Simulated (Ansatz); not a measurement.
BF₂, doublet, geometry from GFN2-xTB; MP2/def2-TZVP (Ansatz, a first-principles code).

Input for Ansatz:
Ansatz 0.2 input:
```yaml
crystal:
  periodic: [false, false, false]
  atoms:
    - {symbol: F, position_ang: [-1.09933277, -0.18974845, 0.05097832]}
    - {symbol: B, position_ang: [-0.01799801, 0.56075196, -0.01779468]}
    - {symbol: F, position_ang: [1.10933166, -0.12178042, -0.04109239]}
basis:
  gaussian:
    orbitals: def2-TZVP
magnetization: {spin_polarized: true, initial_magnetization: 1}
correlation: {method: mp2, electrons: outside_noble_gas}
accuracy: high
```

What does Ansatz print? Leave out banner, timings and long lists.


```
Functional definition: HF
1456 factors; integrals over basis functions are off by at most 3.5e-9 eV
mean field evaluation 1: about -6085.3450 eV, gradient 2.3e1 eV
mean field evaluation 2: about -6085.3487 eV, gradient 2.3e1 eV
mean field evaluation 4: about -6087.5844 eV, gradient 2.4e0 eV
mean field evaluation 8: about -6087.6700 eV, gradient 1.3e-1 eV
mean field -6087.67027096 eV, -223.7177560865 hartree, gradient 2.8e-8 eV, S^2 0.752134; 0 other end points of the search recorded, 0 dependent functions left out
3 core orbitals not correlated
reference -6087.67027096 eV, -223.7177560865 hartree; 9, 8 occupied and 81, 82 virtual orbitals, 1456 factors
second order -15.40224115 eV of doubles, -0.00000000 eV of singles
Total energy: -6103.07251210 eV, -224.2837780087 hartree
```
